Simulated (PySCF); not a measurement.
From computed data to an observable: chemical shift, span and skew from a shielding tensor

2-fluoropent-1-en-3-yne (C5H5F), SMILES C(F)(C#CC)=C. Atoms are numbered in the order given.

```xyz
11

C     -2.2275     0.1507     0.1989
C     -1.0361     0.3088    -0.3901
F     -0.9619     0.8993    -1.6005
C      0.2274    -0.0927     0.1360
C      1.3071    -0.4318     0.5772
C      2.6004    -0.8384     1.1069
H     -2.2949    -0.3254     1.1763
H     -3.1355     0.4977    -0.2970
H      2.7141    -1.9349     1.0837
H      2.7232    -0.5087     2.1517
H      3.4216    -0.4015     0.5159
```
Charge 0, spin multiplicity 1.

Coordinates come from a B3LYP-D3(BJ)/def2-SVP optimisation.

GIAO shieldings from PBE0/pcSseg-1 in PySCF, non-relativistic, no solvent. The symmetric part of the tensor of F3 has the principal values 172.1, 290.4, 331.9 ppm. The same nucleus in CFCl3 has σ = 167.2 ppm at this level (PySCF, at its B3LYP-D3(BJ)/def2-TZVP geometry).

### Question
Work out the isotropic shielding, the ¹⁹F shift against CFCl3, the span and the skew.

### Answer

σ(iso) = (σ11 + σ22 + σ33)/3 = 264.8 ppm. δ = σ(ref) − σ(iso) = 167.2 − (264.8) = -97.6 ppm.
Span Ω = σ33 − σ11 = 159.8 ppm. Skew κ = 3(σ(iso) − σ22)/Ω = -0.48. Tumbling in solution averages the tensor to δ; in a static solid the shielding alone would spread this spin-1/2 line over Ω.
